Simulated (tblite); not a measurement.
Compound: C₆H₅O (doublet state).
Atom-mapped SMILES: `[O:1]=[CH:2][C:3]#[C:4][C@@H:5]1[CH:6][CH2:7]1` (hydrogens: H8 on C2; H9 on C5; H10 on C6; H11, H12 on C7)

The geometry is computed with GFN2-xTB (gas phase). This method treats the open shell by occupation alone, without spin polarisation.

Problem. What internal coordinates does the optimisation give?

Solution. 
```csv
bond,length (Å)
O1=C2,1.206
C2–C3,1.419
C3≡C4,1.210
C4–C5,1.417
C5–C6,1.477
C6–C7,1.450
C5–C7,1.539
C2–H8,1.110
C5–H9,1.085
C6–H10,1.070
C7–H11,1.081
C7–H12,1.086
```

A selection of angles:
```csv
angle,degrees
O1–C2–C3,125.7
O1–C2–H8,121.7
C3–C2–H8,112.6
C2–C3–C4,178.9
C3–C4–C5,177.6
C4–C5–C6,117.4
C4–C5–C7,119.8
C4–C5–H9,114.9
C6–C5–C7,57.4
C6–C5–H9,119.2
C7–C5–H9,116.2
C5–C6–C7,63.5
C5–C6–H10,129.1
C7–C6–H10,130.2
C6–C7–H11,119.7
C6–C7–H12,119.7
C5–C7–C6,59.1
C5–C7–H11,114.4
C5–C7–H12,120.4
H11–C7–H12,113.2
```

Dihedral angles: C4–C5–C6–C7 -109° (anticlinal); C4–C5–C7–C6 105° (anticlinal).

C6 (carbon bonded to 2 C and H) is pyramidal (angles 130.2°, 129.1° and 63.5°, sum 322.7°, 0.41 Å off the plane of its three neighbours). The 3-membered ring C5–C6–C7 has internal angles of 57.4° to 63.5°. C2 (carbon bonded to C, O and H) is planar (angles 125.7°, 121.7° and 112.6°, sum 360.0°, 0.00 Å off the plane of its three neighbours). The C–C distances run from 1.210 Å (C3≡C4, drawn triple) to 1.539 Å (C5–C7, drawn single), a spread of 0.329 Å.

Its GFN2-xTB frequencies are all real (lowest 70 cm⁻¹).

Time: 0.36 s wall. Hardware: AMD EPYC 7B13, one thread, shared host with 64 logical CPUs at a one-minute load of 13. These figures are those of the optimisation.
